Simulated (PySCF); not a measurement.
CF₂, neutral, multiplicity 1. Atoms are numbered in the order given.

```xyz
3

F      0.0000    -1.0325     0.1990
C      0.0000     0.0000    -0.5969
F      0.0000     1.0325     0.1990
```

The structure is a stationary point at B3LYP-D3(BJ)/def2-TZVP. The isomer is the one that the SMILES or the coordinates give; other isomers of the formula were not compared.

Lowest vertical singlet excitation by several levels in PySCF, with rough processor times relative to the cheapest run on one machine. Each run also gave further roots (ADC and EOM-CCSD ionised and attached states too); roots are paired by order and the bases differ. EOM-CCSD serves as a yardstick, not as the true value; all levels that ended soundly for this molecule are listed, with differences from unrounded values.

```csv
level,relative cost
TDA-PBE/def2-TZVPD,1
ADC(2)/aug-cc-pVDZ,2
TDA-CAM-B3LYP/def2-TZVPD,3
EOM-CCSD/aug-cc-pVDZ,5
```

Give S1 at each level and its distance from EOM-CCSD. (An estimate is asked for; the answer gives what the named calculation found.)


```csv
level,S1 (eV),S1 minus EOM-CCSD (eV)
TDA-PBE/def2-TZVPD,5.06,-0.06
ADC(2)/aug-cc-pVDZ,4.96,-0.17
TDA-CAM-B3LYP/def2-TZVPD,5.10,-0.03
EOM-CCSD/aug-cc-pVDZ,5.12,0.00
```
